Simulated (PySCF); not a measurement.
**TcO₃, doublet: molecular constants**

Level of theory: UPBE0/[Tc def2-TZVP with ECP28, O def2-TZVP], scalar-relativistic core potentials, density fitting, no spin–orbit coupling, PySCF.

The structure is a minimum.

Coordinates in bohr (charge 0 multiplicity 2):
```
Tc    0.0000   -0.2222    0.0000
O     0.0001    0.4542    3.0820
O     2.6691    0.4542   -1.5411
O    -2.6692    0.4542   -1.5409
```

* Point group: C3v
* Bond lengths: Tc–O 1.670 Å (×3)
* Bond angles: O–Tc–O 115.5° (×3)
* Lowest empty level (β): -4.80 eV
* Rotational symmetry number: 3
* Atomisation energy without zero-point energy: 1589 kJ/mol
* Entropy at 298.15 K and 1 bar (electronic part: spin only): 291.8 J/(mol K)
* Enthalpy at 298.15 K above 0 K: 13.62 kJ/mol
* Heat capacity Cp at 298.15 K: 58.6 J/(mol K)
* Dipole moment: 1.88 D
* Spin squared ⟨S²⟩: 0.757
* Principal polarisabilities: 30.8, 45.9, 45.9 bohr³
* Highest occupied level (α): -8.56 eV
* Rotational constants: 0.2481, 0.2481, 0.1321 cm⁻¹
* Principal quadrupole moments (Buckingham, traceless) about the centre of mass: -3.54, -3.54, 7.07 D Å
* Zero-point energy: 23.8 kJ/mol

Harmonic modes (masses in u: Tc 98.907, O 15.995):
| symmetry | ω (cm⁻¹) | IR (km/mol, summed over degenerate members) |
| --- | --- | --- |
| a1 | 195 | 27.8 |
| e | 339 | 3.1 |
| e | 1031 | 418 |
| a1 | 1043 | 10.7 |

In C3v the vibrations span 2a1 + 2e.

Charges (e):
```tsv
atom	Mulliken	Löwdin	polar tensor	spin (Mulliken)	Mayer order to Tc1
Tc1	1.62	0.83	1.87	0.97	–
O2,3,4	-0.54	-0.28	-0.62	0.01	1.77
```

Mulliken populations on Tc1 (electrons outside its core potential): s 2.29, p 6.28, d 4.74, f 0.07.

Outer orbital energies (eV). α occupied: -13.28, -13.06, -13.06, -10.55, -10.29, -10.29, -10.00, -8.56; empty: -3.96, -3.96, -0.74, -0.74. β occupied: -13.98, -12.88, -12.88, -12.56, -10.64, -10.16, -10.16, -10.06; empty: -4.80, -3.66, -3.66, -0.48.

Formally Tc is in oxidation state +6, d1, with 1 unpaired electron. The Mulliken spin on Tc is 0.97. The polar-tensor charge on Tc, 1.87, is far below the formal one.

This need not be the most stable arrangement of these atoms. With open d or f shells other occupations or spin states may lie lower.

The final relaxation and frequency run took of the order of 5 core-minutes on a shared host.
